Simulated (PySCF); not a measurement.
Work out the structure from these simulated measurements.

Formula: C5H7OP.

* 1H NMR: chemical shifts (computed TMS as zero) by class: 7.04 (1 H), 5.75 (1 H), 5.61 (1 H), 4.15 (3 H), 2.89 (1 H) ppm [GIAO PBE0/pcSseg-1]
* 13C NMR: chemical shifts (computed TMS as zero) by class: 146.9 (1 C), 129.3 (1 C), 125.8 (1 C), 79.4 (1 C), 62.4 (1 C) ppm [GIAO PBE0/pcSseg-1]
* UV, first state: lowest singlet excitation: 4.72 eV (262 nm, f = 0.275) [TDDFT CAM-B3LYP/def2-SVPD]
* NMR, other nuclei: isotropic shieldings of nuclei other than C and H, by class: 239 (1 O), 544 (1 P) ppm [GIAO PBE0/pcSseg-1]
* Rotational structure: rotational constants A, B, C: 4.498, 1.305, 1.026 GHz [GFN2-xTB]
* Dipole: 1.52 D [CAM-B3LYP/def2-SVPD]
* Polarisability: 94.8 au [CAM-B3LYP/def2-SVPD]
* Triplet: lowest triplet excitation (Tamm–Dancoff): 2.96 eV [TDA CAM-B3LYP/def2-SVPD]

The electronic properties come from PySCF, for the isolated species, density fitting. Levels stand in brackets. One conformer (not necessarily the lowest) at the GFN2-xTB geometry, without solvent, vibrations or thermal averaging. NMR values are class means; diastereotopic atoms form classes of their own.

**Question.** Propose a structure and show how it fits.

**Answer.** Numbering: `[CH2:1]=[CH:2][C:3]1=[C:4]([O:5][CH3:6])[PH:7]1`. 5 carbons fall into 5 classes; from least to most shielded: vinylic carbon bearing oxygen [C4] (146.9 ppm), alkene CH carbon [C2] (129.3 ppm), terminal =CH2 carbon [C1] (125.8 ppm), fully substituted alkene carbon [C3] (79.4 ppm), methoxy carbon [C6] (62.4 ppm). Hydrogen classes from least to most shielded: 1 H on an alkene CH carbon, C2 (7.04 ppm), 1 H on a terminal =CH2 carbon, C1 (5.75 ppm), 1 H on a terminal =CH2 carbon, C1 (5.61 ppm), 3 H on a methoxy carbon, C6 (4.15 ppm), 1 H on a phosphine phosphorus, P7 (2.89 ppm). The other shieldings belong to: 239 ppm, ether oxygen [O5]; 544 ppm, phosphine phosphorus [P7]. By its constants the optimised geometry is an asymmetric top. Structure: `C(=C)C1PC=1OC`. Computed isomers that give other values at the same levels: `CCc1cocp1` (13C chemical shifts (computed TMS as zero) by class: 190.1 (1 C), 155.6 (1 C), 150.6 (1 C), 25.5 (1 C), 23.3 (1 C) ppm); `C#C[P@@](C)(=O)C=C` (13C chemical shifts (computed TMS as zero) by class: 143.1 (1 C), 141.9 (1 C), 96.5 (1 C), 85.9 (1 C), 24.0 (1 C) ppm); `CPc1ccoc1` (13C chemical shifts (computed TMS as zero) by class: 149.0 (1 C), 146.8 (1 C), 127.5 (1 C), 119.9 (1 C), 12.2 (1 C) ppm). The assignments are read from this structure; whether some other isomer fits the data as well wasn't checked.

The values belong to the conformer `[CH2:1]=[CH:2][C:3]1=[C:4]([O:5][CH3:6])[PH:7]1`: C1–C2–C3–C4 180°, C3–C4–O5–C6 176°.
